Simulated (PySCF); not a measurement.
AlCl3, triplet, at a GFN2-xTB geometry (such geometries of metal compounds can be far from the true shape) (a higher spin typed on purpose: for a closed-shell molecule this is an excited state).

PySCF was given this input:
```python
from pyscf import gto, scf

mol = gto.Mole()
mol.atom = '''
    Al    0.423319    0.428323   -0.041893
    Cl   -1.240930   -1.004886    0.019170
    Cl   -0.327072    2.132425   -0.985917
    Cl    1.244287   -1.455080    0.998783
'''
mol.basis = '6-31g*'
mol.charge = 0
mol.spin = 2
mol.verbose = 4
mol.build()

mf = scf.UHF(mol)
mf = mf.density_fit(auxbasis='def2-universal-jkfit')
mf.kernel()
```

**Question.** Estimate the nuclear repulsion energy that PySCF with DF-HF/6-31G* returns for this input.

**Answer.** 296.0425 Eh

**Question.** Estimate the HOMO energy that DF-HF/6-31G* returns for this input.

**Answer.** -8.03 eV

**Question.** What is the computed total energy (DF-HF/6-31G*)?

**Answer.** -1620.3885 Eh

These values belong to the state on which the SCF converged, which isn't shown to be the lowest.
